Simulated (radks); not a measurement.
Values are calculated unless marked as measured or tabulated.
Task: Ionisation of Au43+, [Kr], to Au44+, [Ar] 3d10 4s2 4p5, under several functionals. Scalar-relativistic Kohn-Sham, spin-polarised, spherical densities, finite nucleus; open shells are filled with parallel spins first (spin-orbit coupling, left out, can overturn this in heavy ions); a radial shooting solver on a logarithmic mesh with Libxc functionals. Known Delta-SCF values: LDA (Slater exchange, Perdew-Wang correlation) 2302.3 eV. What does HCTH/407 give, and what is its highest occupied eigenvalue?

Result: 2307.4 eV by Delta-SCF; the 4p eigenvalue is -2279.7 eV. NIST: 2261 eV (theoretical).
